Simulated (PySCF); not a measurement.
## Simulated characterisation data

PySCF calculation with B3LYP/pcJ-1 coupling constants, σ from GIAO-PBE0/pcSseg-1 and GFN2-xTB geometry; non-relativistic, no solvent model, single conformer, equivalent nuclei averaged.

Chemical shifts δ = σref − σ; ¹H (σref 31.72) and ¹³C (σref 186.93) vs TMS, all at this level. Multiplet labels drop J under 1 Hz and among equivalent protons, and merge close values. Unscaled 3J(H,H) run several per cent high. Where no couplings were computed, multiplicities follow the n + 1 count of equivalent neighbours, and m marks all less simple cases (inequivalent or close neighbours, rings, F or P nearby). One-bond C–F couplings are unscaled and too large by tens of Hz. Shifts are as computed. Against solution values, carbons near 30 ppm lie about +3 ppm off and those near 130 ppm about +5 ppm. Of 1211 compounds with measured shifts, 218 miss one by over three times the rms of a fit or turn the order of signals round; such compounds aren't used in these exercises.

**1.** SMILES N#Cc1ccc2c(c1)CC2, C9H7N. ¹H NMR (500 MHz, computed): δ 7.88 (d, 1H), 7.64 (s, 1H), 7.45 (d, 1H), 3.34 (m, 2H), 3.33 (m, 2H). ¹³C{¹H} NMR (computed): δ 156.5 (C), 152.0 (C), 139.2 (CH), 132.9 (CH), 128.2 (CH), 125.3 (C), 115.7 (C), 31.2 (CH2), 30.6 (CH2).

**2.** `InChI=1S/C3H3FO/c1-2-3(4)5/h2H,1H2`. ¹H NMR (500 MHz, computed): δ 7.28 (d, J = 18.9 Hz, 1H), 6.63 (dd, J = 11.7, 8.0 Hz, 1H), 6.30 (ddd, J = 18.9, 11.7, 6.6 Hz, 1H). ¹³C{¹H} NMR (computed): δ 165.5 (d, J = 398.1 Hz), 149.9 (d, J = 17.7 Hz), 131.8 (d, J = 79.5 Hz).
